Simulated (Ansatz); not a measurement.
`O[Si]([SiH3])([SiH3])Cl` + H₂ → `O[SiH]([SiH3])Cl` + SiH₄ at 400 K and 1 bar (hydrogenolysis of the Si–Si bond).

Calculated with Ansatz (gas phase, PBE0-D4/def2-TZVP geometries, no zero-point term in ΔE). CCSD(T)/CBS adds triple-zeta CCSD(T) − MP2 to the extrapolated MP2 energy (def2 sets, frozen cores). This one scheme is used for every species. One conformer a species, not always the lowest.

```csv
species,CCSD(T)/CBS energy (Eh),H − E (kJ/mol),S (J/(mol·K))
`O[Si]([SiH3])([SiH3])Cl`,-1406.48895,219.6,463.2
H₂,-1.17544,38.0,139.0
`O[SiH]([SiH3])Cl`,-1116.20942,163.7,387.0
SiH₄,-291.46306,96.9,218.6
```

H − E and S are ideal-gas, rigid-rotor, harmonic terms from PBE0-D4/def2-TZVP, for one conformer and one mirror image of each species. For small species the MP2-based limit differs from directly extrapolated CCSD(T) by up to some mEh (0.8 for H₂); such offsets cancel only in part. 1 Eh = 2625.50 kJ/mol, R = 8.31446 J/(mol·K).

Task: By hand: ΔE, ΔH, ΔS and ΔG.

Result: ΔE = (-1116.20942) + (-291.46306) − (-1406.48895) − (-1.17544) = -0.00809 Eh = -21.2 kJ/mol. Δ(H − E) = 163.7 + 96.9 − 219.6 − 38.0 = 3.0, so ΔH = -18.2 kJ/mol. ΔS = 387.0 + 218.6 − 463.2 − 139.0 = 3.4 J/(mol·K). ΔG = -18.2 − 400 × (3.4)/1000 = -19.6 kJ/mol.

Task: By hand: the equilibrium constant, and the temperature at which ΔG would vanish if ΔH and ΔS stayed fixed.

Result: log₁₀ K = −ΔG/(RT ln 10) = 2.6. ΔH and −TΔS have one sign here, so there is no such temperature.

The number of gas molecules stays the same, so ΔS is small and ΔH decides. A doubt of 5 kJ/mol in ΔE shifts log₁₀ K by 0.7 here. Other conformers and mirror images would add mixing entropy, several J/(mol·K) or more a flexible species. These are equilibria of isolated gas molecules and say nothing of rates. Largest T1 diagnostic: 0.013 (customary marks: 0.02 for closed shells, 0.045 for open ones).

ΔS is within the doubt of such terms, so its sign, and with it that verdict, could turn.
